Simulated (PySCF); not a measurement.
# Relaxation of quintet CoSCl

All numbers come from UPBE0/[Co def2-SVP, S def2-SVP, Cl def2-SVP], no relativity, density fitting, PySCF. A (50,194) grid was used.

A hand-made linear start, of C∞v symmetry, held to at least that symmetry:

Coordinates in bohr (charge 0 multiplicity 5):
```
Co    0.0000    0.0000   -0.1569
S     0.0000    0.0000   -3.8796
Cl    0.0000    0.0000    3.8115
```

(1) What does it relax to?

(2) How much energy is released, and in how many steps?

Results:

(1) It ends at C∞v with Co–Cl 2.133 Å, Co–S 2.034 Å; Cl–Co–S 180.0°. A frequency run shows a minimum. Other isomers or separated fragments may lie lower.

(2) 5.1 kJ/mol in 3 steps.

Other spin states or occupations of the open shell can lie lower.

The relaxation took about 40 core-seconds on a shared host.
